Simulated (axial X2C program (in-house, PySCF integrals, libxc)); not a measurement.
**Worked dissociation energy of InH⁻: MP2, 2c**

Computed with an in-house relativistic program for diatomic molecules. Two-component (2c) means X2C with spin–orbit coupling and atomic mean-field two-electron Coulomb and Gaunt terms. Basis: In dyall-acv3z [12s13p10d5f1g], H dyall-av3z [7s3p2d] (cores contracted in-house); Gaussian nuclei, density fitting, unrestricted open shells. Masses: In 114.904 u, H 1.008 u.

Molecular state: Ω = 1/2 (⟨Sz⟩ = -0.50, ⟨Lz⟩ = 1.00 at HF).

Correlated methods: 15 electrons correlated (number of frozen shells: In 4 s, 3 p, 1 d; H none), 241 virtual spin orbitals or spinors in MP2.

```
E(In) (2M_J = 1) : -5876.335438 hartree
E(H-) (2M_J = 0) : -0.516389 hartree
E(InH⁻) at Re    : -5876.930130 hartree
ωe               : 1311.7 cm⁻¹
ωexe             : 32.2 cm⁻¹
```

**Question.** Work out De and D0.

**Answer.** De = -5876.335438 + (-0.516389) − (-5876.930130) = 0.07830 hartree = 2.131 eV. The zero-point energy is ωe/2 − ωexe/4 = 648 cm⁻¹ = 0.080 eV, so D0 = 2.050 eV.

The state is one determinant whose occupation by symmetry is held fixed; it was picked as the lowest of a PBE0 search that is not exhaustive. De is counted from the lowest determinant-based energies of the atoms at the same level, without counterpoise correction.

Each atomic determinant is the lowest at this level and need not be a pure J level. Totals compare only within one Hamiltonian and basis.
